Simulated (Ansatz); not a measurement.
Ansatz results at the PBE0-D4/def2-TZVP geometry: HOMO–LUMO gap (PBE/def2-TZVPP) 4.15 eV; size of the dipole moment (ωB97M-V/def2-TZVPP) 3.75 D; HOMO energy (ωB97M-V/def2-TZVPP) -11.53 eV.

Each molecule was computed in one conformer, which needn't be the lowest.

Which molecule gave them?
A. `C[O][SnH3]`
B. `C[S][Sn]([S]C)([S]C)[S]C`
C. `[SnH3][c]1ccccc1`
D. `[NH2][Sn]([F])([F])[F]`

D. The others give `[SnH3][c]1ccccc1`: 4.96, 0.78, -9.43; `C[O][SnH3]`: 4.76, 1.45, -9.88; `C[S][Sn]([S]C)([S]C)[S]C`: 3.43, 0.01, -9.13.
